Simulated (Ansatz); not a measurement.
Born–Oppenheimer molecular dynamics of AlH6NOSi (10 atoms, charge 0, multiplicity 1). It starts from a relaxed structure.

All numbers below come from RKS PBE/6-31G* (Ansatz 0.2.0).

```json
{
 "ensemble": "NVT, Nosé–Hoover chain",
 "time step": "1 fs",
 "steps asked": "300",
 "set temperature": "300 K",
 "thermostat": "time constant 100 fs, chain length 3 (defaults)",
 "seed": "813797"
}
```

Frames 1 fs apart, positions in Å, forces in eV/Å.

Velocities at 10.0 fs (Å/ps):

```
N -0.47 -1.90 0.32
Al -0.05 2.79 2.57
O -0.53 0.00 1.28
Si 1.37 -0.85 -1.25
H 6.19 1.86 -32.63
H -16.89 -10.64 -12.24
H -6.97 -24.54 -6.74
H -10.06 8.57 -11.53
H -2.39 11.10 -0.95
H 8.19 -10.86 5.54
```

```xyz
10
Properties=species:S:1:pos:R:3:forces:R:3 time_fs=10.0 energy_less_start_eV=0.128 T=181
N -0.646 1.187 -1.579 0.08 0.18 -0.70
Al 0.373 0.142 -0.533 1.09 -0.20 -1.01
O 1.958 -0.269 -1.258 -0.41 -0.49 0.72
Si -0.395 -0.701 1.590 -0.76 0.56 0.42
H -0.367 1.511 -2.533 -0.24 -0.33 0.91
H -1.648 1.337 -1.429 0.23 0.07 -0.01
H 2.454 -1.058 -0.904 -0.56 0.86 -0.27
H -0.301 -2.177 1.678 0.24 -0.38 0.15
H -1.893 -0.439 1.760 0.35 0.02 -0.06
H 0.263 -0.011 2.773 -0.01 -0.28 -0.15
10
Properties=species:S:1:pos:R:3:forces:R:3 time_fs=11.0 energy_less_start_eV=0.196 T=121
N -0.646 1.185 -1.579 -0.16 0.54 -1.49
Al 0.373 0.144 -0.530 1.10 -0.22 -1.03
O 1.957 -0.269 -1.256 -0.25 -0.76 0.81
Si -0.394 -0.702 1.589 -0.81 0.75 0.46
H -0.362 1.511 -2.561 -0.48 -0.61 1.77
H -1.664 1.327 -1.442 0.70 0.01 -0.07
H 2.444 -1.078 -0.912 -0.71 1.14 -0.36
H -0.310 -2.170 1.667 0.25 -0.55 0.16
H -1.893 -0.427 1.759 0.41 0.00 -0.06
H 0.271 -0.023 2.778 -0.03 -0.29 -0.19
10
Properties=species:S:1:pos:R:3:forces:R:3 time_fs=12.0 energy_less_start_eV=0.215 T=103
N -0.647 1.184 -1.580 -0.32 0.64 -1.72
Al 0.373 0.147 -0.528 1.09 -0.23 -1.05
O 1.956 -0.270 -1.254 -0.35 -0.62 0.73
Si -0.393 -0.702 1.588 -0.81 0.80 0.47
H -0.362 1.506 -2.572 -0.53 -0.68 2.00
H -1.673 1.316 -1.454 0.91 -0.02 -0.06
H 2.428 -1.088 -0.923 -0.60 1.01 -0.28
H -0.317 -2.169 1.658 0.24 -0.61 0.15
H -1.890 -0.416 1.757 0.41 -0.01 -0.05
H 0.279 -0.038 2.781 -0.04 -0.28 -0.19
10
Properties=species:S:1:pos:R:3:forces:R:3 time_fs=13.0 energy_less_start_eV=0.169 T=144
N -0.648 1.183 -1.582 -0.34 0.49 -1.41
Al 0.374 0.150 -0.527 1.06 -0.21 -1.07
O 1.955 -0.271 -1.252 -0.68 -0.08 0.51
Si -0.392 -0.702 1.587 -0.75 0.71 0.45
H -0.367 1.494 -2.564 -0.39 -0.55 1.63
H -1.674 1.306 -1.468 0.80 -0.01 0.00
H 2.405 -1.087 -0.937 -0.24 0.45 -0.06
H -0.321 -2.173 1.650 0.22 -0.54 0.14
H -1.883 -0.405 1.755 0.35 -0.01 -0.04
H 0.286 -0.056 2.782 -0.03 -0.25 -0.16
10
Properties=species:S:1:pos:R:3:forces:R:3 time_fs=14.0 energy_less_start_eV=0.117 T=190
N -0.649 1.182 -1.585 -0.23 0.11 -0.51
Al 0.376 0.152 -0.525 1.00 -0.18 -1.08
O 1.954 -0.272 -1.249 -1.12 0.73 0.21
Si -0.391 -0.702 1.586 -0.64 0.48 0.39
H -0.375 1.476 -2.541 -0.06 -0.23 0.63
H -1.666 1.295 -1.482 0.40 0.03 0.11
H 2.381 -1.083 -0.952 0.23 -0.37 0.24
H -0.323 -2.183 1.644 0.19 -0.37 0.12
H -1.873 -0.394 1.752 0.23 0.00 -0.01
H 0.293 -0.076 2.782 0.00 -0.20 -0.10
10
Properties=species:S:1:pos:R:3:forces:R:3 time_fs=15.0 energy_less_start_eV=0.126 T=182
N -0.650 1.181 -1.589 -0.09 -0.43 0.91
Al 0.377 0.155 -0.524 0.92 -0.15 -1.07
O 1.952 -0.273 -1.246 -1.42 1.40 -0.04
Si -0.391 -0.702 1.586 -0.49 0.18 0.31
H -0.384 1.457 -2.512 0.42 0.24 -0.89
H -1.655 1.285 -1.494 -0.20 0.09 0.23
H 2.359 -1.082 -0.964 0.59 -1.07 0.47
H -0.323 -2.196 1.638 0.15 -0.14 0.09
H -1.860 -0.383 1.749 0.08 0.01 0.02
H 0.300 -0.098 2.780 0.04 -0.14 -0.02
10
Properties=species:S:1:pos:R:3:forces:R:3 time_fs=16.0 energy_less_start_eV=0.177 T=140
N -0.651 1.181 -1.592 0.05 -0.88 2.19
Al 0.379 0.157 -0.524 0.81 -0.12 -1.04
O 1.949 -0.272 -1.243 -1.34 1.43 -0.07
Si -0.391 -0.702 1.585 -0.33 -0.14 0.22
H -0.389 1.440 -2.491 0.85 0.64 -2.26
H -1.646 1.276 -1.504 -0.74 0.14 0.32
H 2.342 -1.091 -0.972 0.61 -1.12 0.46
H -0.322 -2.210 1.634 0.11 0.10 0.07
H -1.847 -0.372 1.746 -0.09 0.03 0.05
H 0.308 -0.122 2.779 0.08 -0.07 0.06
10
Properties=species:S:1:pos:R:3:forces:R:3 time_fs=17.0 energy_less_start_eV=0.173 T=143
N -0.652 1.179 -1.593 0.25 -0.92 2.29
Al 0.382 0.160 -0.524 0.68 -0.10 -0.97
O 1.945 -0.271 -1.240 -0.90 0.76 0.09
Si -0.391 -0.702 1.585 -0.16 -0.42 0.13
H -0.386 1.429 -2.491 0.88 0.65 -2.37
H -1.643 1.268 -1.512 -0.96 0.16 0.33
H 2.331 -1.111 -0.976 0.28 -0.47 0.24
H -0.320 -2.224 1.630 0.07 0.31 0.04
H -1.834 -0.360 1.744 -0.26 0.05 0.09
H 0.316 -0.146 2.778 0.12 -0.01 0.13
10
Properties=species:S:1:pos:R:3:forces:R:3 time_fs=18.0 energy_less_start_eV=0.123 T=186
N -0.653 1.177 -1.593 0.41 -0.54 1.09
Al 0.384 0.162 -0.524 0.55 -0.10 -0.88
O 1.941 -0.270 -1.238 -0.36 -0.13 0.29
Si -0.391 -0.702 1.584 -0.02 -0.63 0.06
H -0.374 1.424 -2.515 0.46 0.30 -1.12
H -1.650 1.261 -1.516 -0.71 0.15 0.26
H 2.323 -1.136 -0.977 -0.12 0.40 -0.02
H -0.317 -2.235 1.627 0.03 0.46 0.02
H -1.824 -0.348 1.743 -0.38 0.06 0.12
H 0.326 -0.170 2.778 0.14 0.03 0.18
10
Properties=species:S:1:pos:R:3:forces:R:3 time_fs=19.0 energy_less_start_eV=0.118 T=191
N -0.654 1.174 -1.592 0.36 -0.07 -0.37
Al 0.387 0.164 -0.525 0.41 -0.11 -0.77
O 1.936 -0.268 -1.234 0.07 -0.81 0.39
Si -0.392 -0.702 1.584 0.08 -0.73 0.03
H -0.358 1.422 -2.549 -0.09 -0.11 0.44
H -1.664 1.256 -1.517 -0.13 0.12 0.15
H 2.314 -1.157 -0.979 -0.39 1.04 -0.20
H -0.314 -2.241 1.623 -0.01 0.54 0.00
H -1.818 -0.336 1.743 -0.44 0.06 0.14
H 0.336 -0.194 2.780 0.14 0.07 0.19
10
Properties=species:S:1:pos:R:3:forces:R:3 time_fs=20.0 energy_less_start_eV=0.161 T=154
N -0.655 1.172 -1.591 0.15 0.25 -1.36
Al 0.390 0.166 -0.525 0.27 -0.10 -0.66
O 1.931 -0.267 -1.231 0.30 -1.06 0.37
Si -0.392 -0.702 1.584 0.12 -0.72 0.05
H -0.343 1.419 -2.579 -0.50 -0.37 1.51
H -1.679 1.252 -1.517 0.47 0.09 0.04
H 2.300 -1.167 -0.982 -0.45 1.25 -0.25
H -0.311 -2.242 1.620 -0.05 0.55 -0.02
H -1.815 -0.323 1.744 -0.41 0.04 0.15
H 0.348 -0.218 2.784 0.11 0.09 0.17
10
Properties=species:S:1:pos:R:3:forces:R:3 time_fs=21.0 energy_less_start_eV=0.186 T=132
N -0.655 1.169 -1.591 -0.05 0.38 -1.76
Al 0.393 0.169 -0.526 0.11 -0.07 -0.55
O 1.927 -0.267 -1.228 0.32 -0.84 0.23
Si -0.392 -0.703 1.583 0.11 -0.61 0.10
H -0.332 1.412 -2.594 -0.71 -0.46 1.96
H -1.690 1.249 -1.517 0.87 0.07 -0.03
H 2.283 -1.166 -0.988 -0.31 0.98 -0.17
H -0.309 -2.238 1.617 -0.08 0.47 -0.03
H -1.817 -0.309 1.746 -0.31 0.00 0.16
H 0.362 -0.240 2.790 0.06 0.09 0.10
```

Of the whole run (300 fs, mean temperature of the second half 295 K): The conserved energy stayed within 2.1 meV per atom of its start (net change 1.4 meV per atom), so the integration is sound. A run of 0.3 ps of so small a system gives no equilibrium averages.

Run time: 9 min on 1 thread of Arm Neoverse V2, with other jobs on the host, peak memory 0.1 GiB.
